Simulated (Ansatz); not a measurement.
Mulliken charges of `F/C(I)=C\I` from PBE/def2-TZVPP in Ansatz (PBE0-D4/def2-TZVP geometry).

```
atom   x (Å)   y (Å)   z (Å)  charge (e)
  F1  -1.114  -1.323   0.110      -0.111
  C2  -0.036  -0.576   0.265       0.113
  I3   1.412  -1.462   1.459       0.026
  C4   0.111   0.617  -0.283      -0.183
  I5  -1.340   1.485  -1.468       0.043
  H6   1.008   1.195  -0.130       0.112
```

By hand: the dipole of these point charges (1 e Å = 4.8032 D).

Σ q r = (0.191, 0.129, 0.030) e Å, of length 0.232 e Å = 1.11 D.

How does the dipole of the full density compare? (Best estimate.)

The calculation gave: (0.198, 0.068, 0.065) e Å, 1.05 D; the point charges give 1.06 times that, at 18° from its direction.

Point charges leave out the atoms' own dipoles, such as those of lone pairs, and Mulliken's split depends on the basis, so the close match here is no proof of good charges.
